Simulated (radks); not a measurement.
The numbers below are computed, except where a source is named.
Coherent X-ray form factor from a spherical all-electron density. Level of theory: scalar-relativistic Kohn-Sham, r2SCAN, spin-polarised, spherical densities, finite nucleus; meta-GGA in the generalised Kohn-Sham scheme; Fermi nuclear charge, rms radius of each element as measured or else 0.836 A^(1/3) + 0.57 fm (a radial shooting solver on a logarithmic mesh with Libxc functionals).

sin(theta)/lambda (1/angstrom),f0 (electrons)
0.05,31.939
0.1,31.756
0.15,31.456
0.2,31.046
0.25,30.536
0.3,29.936
0.4,28.519
0.5,26.903
0.6,25.189
0.8,21.790
1,18.725
1.25,15.486
1.5,12.809
2,8.860

The species is in the configuration that NIST lists as its ground one. Which atom or ion scatters so?

Answer. The barium ion Ba24+, [Ar] 3d10 4s2 4p2. Extrapolating in s^2 from the first two rows gives f0(0) = 32.0, near the electron count 32; among species with that count, the fall with angle is slower the higher Z, and the table is that of Z = 56; from so few rows the species is fixed only to a neighbour or two.
